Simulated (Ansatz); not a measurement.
Harmonic frequencies (cm⁻¹) at PBE0-D4/def2-TZVP from Ansatz: 106, 144, 180, 214, 238, 265, 289, 298, 343, 436, 611, 646, 651, 670, 701, 715, 880, 885, 1615, 3753, 3845, 3968, 3972, 3992.

Each molecule was computed in one conformer, which needn't be the lowest.

Problem. Which molecule is it?
A. `[OH][Al-]([OH])([OH])[OH2+]`
B. `C[NH2+][B-](F)(F)F`
C. `[AlH3-][NH2+][SiH3]`
D. `[CH3][AlH-]([CH3])[SeH2+]`

Solution. A.
